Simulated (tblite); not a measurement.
Species: C3Cl2F2O2.
Geometry (GFN2-xTB, Å), atoms numbered from 1 in this order:
```
atom  x, y, z in Å
O1     1.7135    1.1503   -0.5939
C2     0.9948    0.7677    0.2635
Cl3    0.6534    1.6340    1.7139
C4     0.1845   -0.5527    0.1806
F5     0.8809   -1.4681   -0.5192
F6    -0.0377   -1.0775    1.4003
C7    -1.1712   -0.2218   -0.4975
O8    -2.1324    0.1290    0.0949
Cl9   -1.0723   -0.3550   -2.2134
```

Calculated harmonic vibrations of the isolated species, GFN2-xTB (tblite), most abundant isotopes, no scaling. Errors from tens to a few hundred cm⁻¹ against measured bands are possible. One conformer, not necessarily the lowest.

Harmonic wavenumbers (cm⁻¹): 26.2, 27.3, 105.5, 168.3, 188.6, 279.9, 282.7, 381.2, 440.6, 465.2, 474.3, 568.3, 582.2, 666.7, 778.2, 848.0, 906.9, 1108.8, 1134.8, 1813.1, 1818.8.

A = 1752, B = 871.0, C = 837.7 MHz; mass 175.924 u (most abundant isotopes); point group C2, symmetry number 2.

**Question.** What is the zero-point energy?

**Answer.** Half the sum of the wavenumbers: 6533 cm⁻¹ = 18.68 kcal/mol.

**Question.** What is S at 400 K and 1 bar for an ideal gas of classical rigid rotors and harmonic oscillators?

**Answer.** Translation 42.89, rotation 29.41, vibration 36.23: S = 108.5 cal/(mol K).

**Question.** And Cp and H(400 K) − H(0)?

**Answer.** Cp = 36.27 cal/(mol K), of which vibrations give 28.32 (their classical limit is 21 R = 41.7); H(400 K) − H(0) = 9.87 kcal/mol without the zero-point energy, 6.69 from vibrations.

**Question.** Which modes carry the vibrational entropy at 400 K?

**Answer.** 26.2 cm⁻¹: 6.68; 27.3 cm⁻¹: 6.60; 105.5 cm⁻¹: 3.92; 168.3 cm⁻¹: 3.01; 188.6 cm⁻¹: 2.80; 279.9 cm⁻¹: 2.06 cal/(mol K); the other 15 give 11.16 together.

**Question.** How do the functions run with temperature in this model?

**Answer.** 
```json
{"T (K)": "50", "S (cal/(mol K))": "61.4", "Cp (cal/(mol K))": "13.4", "H − H(0) (kcal/mol)": "0.55", "G − H(0) (kcal/mol)": "-2.52", "ln q(vib)": "1.31"}
{"T (K)": "100", "S (cal/(mol K))": "72.1", "Cp (cal/(mol K))": "17.7", "H − H(0) (kcal/mol)": "1.33", "G − H(0) (kcal/mol)": "-5.88", "ln q(vib)": "2.74"}
{"T (K)": "298.15", "S (cal/(mol K))": "98.5", "Cp (cal/(mol K))": "31.9", "H − H(0) (kcal/mol)": "6.38", "G − H(0) (kcal/mol)": "-22.99", "ln q(vib)": "7.59"}
{"T (K)": "373.15", "S (cal/(mol K))": "106.0", "Cp (cal/(mol K))": "35.3", "H − H(0) (kcal/mol)": "8.91", "G − H(0) (kcal/mol)": "-30.66", "ln q(vib)": "9.25"}
{"T (K)": "500", "S (cal/(mol K))": "117.0", "Cp (cal/(mol K))": "39.3", "H − H(0) (kcal/mol)": "13.65", "G − H(0) (kcal/mol)": "-44.83", "ln q(vib)": "11.84"}
{"T (K)": "750", "S (cal/(mol K))": "133.8", "Cp (cal/(mol K))": "43.7", "H − H(0) (kcal/mol)": "24.09", "G − H(0) (kcal/mol)": "-76.28", "ln q(vib)": "16.29"}
{"T (K)": "1000", "S (cal/(mol K))": "146.7", "Cp (cal/(mol K))": "45.9", "H − H(0) (kcal/mol)": "35.31", "G − H(0) (kcal/mol)": "-111.41", "ln q(vib)": "20.02"}
```

q(vib) and H(0) count from the zero-point level.

**Question.** What must be added to the electronic energy to get the Gibbs energy at 400 K and 1 bar?

**Answer.** ZPE + [H(400 K) − H(0)] − T·S = 18.68 + 9.87 − 43.41 = -14.86 kcal/mol.

Hindered rotation and anharmonicity are outside this model. Other conformers, if any are populated, would add a mixing term that is left out. The structure is chiral; the term R ln 2 for an equal mix with its mirror image is left out.
